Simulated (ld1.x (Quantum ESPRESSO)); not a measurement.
**An all-electron radial function and its pseudo partner (molybdenum (Mo))**

Columns: radius, all-electron u(r) and pseudo u(r) of the 4d shell (level -5.66 eV) of molybdenum in the configuration [Kr] 4d4 5s2 5p0; PBEsol, scalar-relativistic, TM scheme, ld1.x (Quantum ESPRESSO) 7.5.

```tsv
r (bohr)	all-electron	pseudo
0.163	0.2694	-0.0070
0.325	0.3306	-0.0513
0.488	0.0749	-0.1541
0.650	-0.2323	-0.3072
0.813	-0.4808	-0.4818
0.975	-0.6442	-0.6362
1.138	-0.7337	-0.7423
1.300	-0.7674	-0.7897
1.463	-0.7638	-0.7878
1.625	-0.7371	-0.7543
1.788	-0.6969	-0.7057
1.950	-0.6504	-0.6534
2.113	-0.6013	-0.6018
2.275	-0.5528	-0.5528
2.438	-0.5058	-0.5058
2.600	-0.4615	-0.4615
2.763	-0.4199	-0.4199
2.925	-0.3816	-0.3816
3.088	-0.3461	-0.3461
3.250	-0.3137	-0.3137
3.413	-0.2838	-0.2838
3.575	-0.2566	-0.2566
3.738	-0.2317	-0.2317
3.900	-0.2092	-0.2092
4.063	-0.1885	-0.1885
4.225	-0.1699	-0.1699
```

(1) How many radial nodes do the two functions have?

(2) At about which radius was the pseudo-wave matched?

(3) Is the pseudo-wave norm-conserving?

## Answers

(1) The all-electron 4d function has n − l − 1 = 1; the pseudo-wave has 0, since the states of the same l below it are removed with the core.

(2) 2.45 bohr. The columns agree to 0.0005 from 2.27 bohr on; several derivatives are matched, so the curves merge somewhat inside the radius.

(3) Yes: the TM scheme keeps the norm inside the radius equal to the all-electron one, which fixes the energy derivative of the logarithmic derivative at the level.
